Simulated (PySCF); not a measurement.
Calculated NMR parameters of COc1ccccc1F

```yaml
Formula: C7H7FO
SMILES: COc1ccccc1F
InChI: InChI=1S/C7H7FO/c1-9-7-5-3-2-4-6(7)8/h2-5H,1H3
Point_group_of_the_computed_structure: Cs
Degrees_of_unsaturation: 4
Carbon_signals: 7
Proton_signals: 5
```

Mapped SMILES: `[CH3:1][O:2][c:3]1[cH:4][cH:5][cH:6][cH:7][c:8]1[F:9]`. Hydrogens are named by the atom that carries them.

Computed data (PySCF 2.14.0 with density-fitted response routines): coordinates at the GFN2-xTB level, PBE0/pcSseg-1 with gauge-including orbitals. No solvent, one computed conformer, fast rotation and ring inversion assumed for equivalent nuclei, non-relativistic.

Referencing at the same level of theory: TMS for ¹H (31.72 ppm), ¹³C (186.93 ppm); CFCl3 for ¹⁹F (170.95 ppm); ¹⁷O (336.08 ppm) against H2O.

| carbon | δC, type | δH (multiplicity) | HMBC from (2–3 bonds) | span of the C tensor (ppm) |
| --- | --- | --- | --- | --- |
| C1 | 55.6, CH3 | 3.96 (s) | – | 77 |
| C3 | 155.3, C | – | H(C7), H(C5), H(C4), H(C1) | 144 |
| C4 | 115.0, CH | 6.86 (m) | H(C5), H(C6) | 196 |
| C5 | 128.8, CH | 7.29 (m) | H(C7), H(C6), H(C4) | 227 |
| C6 | 125.3, CH | 7.14 (m) | H(C7), H(C5), H(C4) | 219 |
| C7 | 122.7, CH | 7.40 (m) | H(C5), H(C6) | 189 |
| C8 | 162.6, C | – | H(C7), H(C6), H(C4) | 129 |

Other nuclei:
```
atoms  nucleus    environment  δ (ppm)  σ (ppm)
   F9      ¹⁹F  aryl fluorine   -140.2    311.1
   O2      ¹⁷O   ether oxygen     90.0    246.1
```

1. Carbon types of the structure: 2 × C, 4 × CH, 1 × CH3, which accounts for all hydrogens.
2. δC 162.6: aromatic carbon bearing fluorine; the electronegative substituent deshields the carbon that carries it.
3. δC 155.3: aromatic carbon bearing oxygen; σ withdrawal by the attached heteroatom moves it downfield of the ring CH carbons.
4. δC 128.8, 125.3, 122.7, 115.0: aromatic CH.
5. δC 55.6: methyl carbon bonded to O; pulled downfield by the heteroatom.
6. δH 7.40, 7.29, 7.14, 6.86: hydrogen on an aromatic CH.

Splittings by ¹⁹F in the carbon and heteronuclear signals aren't shown, as no couplings were computed. Shifts are as computed. Against solution values, carbons near 30 ppm lie about +3 ppm off and those near 130 ppm about +5 ppm. Of 1211 compounds with measured shifts, 218 miss one by over three times the rms of a fit or turn the order of signals round; such compounds aren't used in these exercises. Unscaled 19F shifts against computed CFCl3 carry errors that often reach 10 to 50 ppm. Experimental scales use liquid or dissolved standards, which lie at an offset from isolated H2O (liquid H2O: subtract about 36 ppm). No couplings were computed; multiplicities are counted from neighbouring protons, with m where these are inequivalent, close in shift, in a saturated or five-membered ring or joined by F or P, and br s for small geminal =CH2 splittings.
